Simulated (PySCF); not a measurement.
FSr, charge +1, singlet, at a GFN2-xTB geometry (such geometries of metal compounds can be far from the true shape) (core potentials on Sr); PySCF with DF-PBE/def2-SV(P).

Here is a job for PySCF.
```python
from pyscf import gto, scf, dft

mol = gto.M(
    atom='''
Sr   -0.000000   -0.000000   -0.412927
F     0.000000    0.000000    1.743470
''',
    basis='def2-sv(p)',
    ecp={'Sr': 'def2-sv(p)'},
    charge=1,
    spin=0,
    verbose=4,
)

mf = dft.RKS(mol)
mf.xc = 'pbe'
mf = mf.density_fit(auxbasis='def2-universal-jkfit')
mf.kernel()
mf.analyze()
```

The log (banner, timings and long lists left out):

```
PySCF version 2.14.0

[INPUT] verbose = 4
[INPUT] num. atoms = 2
[INPUT] num. electrons = 18
[INPUT] charge = 1
[INPUT] spin (= nelec alpha-beta = 2S) = 0
[INPUT] symmetry False subgroup None
[INPUT] Mole.unit = angstrom
[INPUT] Symbol           X                Y                Z      unit          X                Y                Z       unit  Magmom
[...]
nuclear repulsion = 22.0858909480954
number of shells = 15
number of NR pGTOs = 73
number of NR cGTOs = 37
basis = def2-sv(p)
ecp = {'Sr': 'def2-sv(p)'}

******** <class 'pyscf.df.df_jk.DFRKS'> ********
method = DFRKS
initial guess = minao
damping factor = 0
level_shift factor = 0
DIIS = <class 'pyscf.scf.diis.CDIIS'>
diis_start_cycle = 1
diis_space = 8
diis_damp = 0
SCF conv_tol = 1e-09
SCF conv_tol_grad = None
SCF max_cycles = 50
direct_scf = False
XC library pyscf.dft.libxc version 7.1.2
    S. Lehtola, C. Steigemann, M. J. T. Oliveira, and M. A. L. Marques,  SoftwareX 7, 1–5 (2018)
XC functionals = pbe
    J. P. Perdew, K. Burke, and M. Ernzerhof,  Phys. Rev. Lett. 77, 3865 (1996)
    J. P. Perdew, K. Burke, and M. Ernzerhof,  Phys. Rev. Lett. 78, 1396 (1997)
    J. P. Perdew, K. Burke, and M. Ernzerhof,  Phys. Rev. Lett. 77, 3865 (1996)
    J. P. Perdew, K. Burke, and M. Ernzerhof,  Phys. Rev. Lett. 78, 1396 (1997)
radial grids:
    Treutler-Ahlrichs [JCP 102, 346 (1995); DOI:10.1063/1.469408] (M4) radial grids

becke partition: Becke, JCP 88, 2547 (1988); DOI:10.1063/1.454033
pruning grids: <function nwchem_prune>
grids dens level: 3
symmetrized grids: False
atomic radii adjust function: <function treutler_atomic_radii_adjust>
small_rho_cutoff = 0
Set gradient conv threshold to 3.16228e-05
Initial guess from minao.
tot grids = 36176
init E= -118.279988150728
[...]
cycle= 1 E= -128.914400647266  delta_E= -10.6  |g|= 2.13  |ddm|= 3.52

WARN: HOMO -0.48643991843692 == LUMO -0.486439918436874

cycle= 2 E= -117.275632524559  delta_E= 11.6  |g|= 3.62  |ddm|= 5.68
[...]
cycle= 3 E= -129.218222767248  delta_E= -11.9  |g|= 2.27  |ddm|= 4.91
[...]
cycle= 4 E= -129.706878498308  delta_E= -0.489  |g|= 1.59  |ddm|= 0.521
[...]
cycle= 5 E= -130.210588838535  delta_E= -0.504  |g|= 0.236  |ddm|= 1.21
[...]
cycle= 6 E= -130.21685360359  delta_E= -0.00626  |g|= 0.0953  |ddm|= 0.135
[...]
cycle= 7 E= -130.219125024269  delta_E= -0.00227  |g|= 0.0117  |ddm|= 0.0965
[...]
cycle= 8 E= -130.219134764422  delta_E= -9.74e-06  |g|= 0.0115  |ddm|= 0.0196
[...]
cycle= 9 E= -130.219160536893  delta_E= -2.58e-05  |g|= 0.00045  |ddm|= 0.00832
[...]
cycle= 10 E= -130.219160581921  delta_E= -4.5e-08  |g|= 1.01e-05  |ddm|= 0.000408
[...]
cycle= 11 E= -130.219160581937  delta_E= -1.56e-11  |g|= 3.62e-06  |ddm|= 8.14e-06
[...]
Extra cycle  E= -130.219160581914  delta_E= 2.24e-11  |g|= 1.13e-05  |ddm|= 1.13e-05
converged SCF energy = -130.219160581914
**** SCF Summaries ****
Total Energy =                        -130.219160581914139
Nuclear Repulsion Energy =              22.085890948095368
One-electron Energy =                 -230.947603295923159
Two-electron Energy =                   78.642551765913652
Two-electron Coulomb Energy =           93.193238362291552
DFT Exchange-Correlation Energy =      -14.550686596377897
HOMO-LUMO gap [eV] =                     4.073596949542280
**** MO energy ****
[...]
WARN: System has nonzero charge 1; the dipole moment is origin-dependent.
Location of origin: [0. 0. 0.]

Dipole moment(X, Y, Z, Debye): -0.00000,  0.00000, -7.78776
```
